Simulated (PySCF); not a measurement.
How the method changes the constants of CsRb⁺

State: ²Σ⁺ (doublet), unpaired electrons σ ↑. Set-up: basis Cs def2-SVP with ECP46, Rb def2-SVP with ECP28; scalar-relativistic core potentials; PySCF 2.14. De refers to Cs⁺ + Rb in their ground configurations, without counterpoise correction. The functionals are run spin-unrestricted. A positive dipole points towards Rb; it is taken about the centre of mass and depends on that origin.

| Level | Re (Å) | ωe (cm⁻¹) | De (eV) | μ (D) |
| --- | --- | --- | --- | --- |
| UHF | 5.549 | 32.8 | 0.51 | 0.88 |
| UHF-MP2 | 5.283 | 34.2 | 0.51 | n/a |
| UHF-SCS-MP2 | 5.331 | 34.0 | 0.51 | n/a |
| UHF-CCSD | 5.271 | 34.3 | 0.51 | n/a |
| UHF-CCSD(T) | 5.264 | 34.3 | 0.51 | n/a |
| LDA | 5.037 | 32.9 | 0.62 | 1.09 |
| PBE | 5.273 | 30.3 | 0.62 | 1.27 |
| revPBE | 5.369 | 29.7 | 0.61 | 1.35 |
| TPSS | 5.366 | 31.2 | 0.64 | 1.40 |
| r²SCAN | 5.218 | 34.1 | 0.56 | 0.94 |
| PBE0 | 5.263 | 32.5 | 0.60 | 1.17 |
| HSE06 | 5.261 | 31.8 | 0.60 | 1.23 |

(1) Which functional lies closest to UHF-CCSD(T) in De, which farthest, and by how much do they differ from it?

(2) What does a quarter of exact exchange do here, going from PBE to PBE0?

(3) What does the triples do here, going from UHF-CCSD to UHF-CCSD(T)?

Correlated steps freeze no core orbitals. Correlated levels converge slowly with the basis: in double zeta they bind strong bonds too weakly, by up to about 1 eV, and carry superposition errors of some tenths. Spin–orbit coupling is left out. For an ion De counts to the pair picked by the measured ionisation energies or electron affinities, which need not be the lowest pair at this level. The state was picked by a PBE0 search and need not be the measured ground state.

The whole job (state search and all levels along the bond) took about 2.1 min on 1 thread of Arm Neoverse V1 (shared host), peak memory 0.61 GiB.

Answers

(1) Closest is r²SCAN (-4.6 pm in Re, -0.6 % in ωe, +0.05 eV in De against UHF-CCSD(T) in the same basis), farthest TPSS (+10.2 pm in Re, -9.0 % in ωe, +0.13 eV in De). CCSD(T) converges more slowly with the basis than the functionals do and binds too weakly in this one, so the order can change at the basis-set limit.

(2) PBE0 less PBE: -1.0 pm in Re, +7.3 % in ωe, -0.02 eV in De. Exact exchange removes part of the self-interaction that spreads semilocal densities, and in most molecules shortens and stiffens the bond and lowers De; so it does here.

(3) UHF-CCSD(T) less UHF-CCSD: -0.7 pm in Re, +0.0 % in ωe, +0.00 eV in De. The bond shortens, as in weak, metallic or heavy-atom bonds, where dispersion and the correlation of outer-core electrons pull the atoms together.
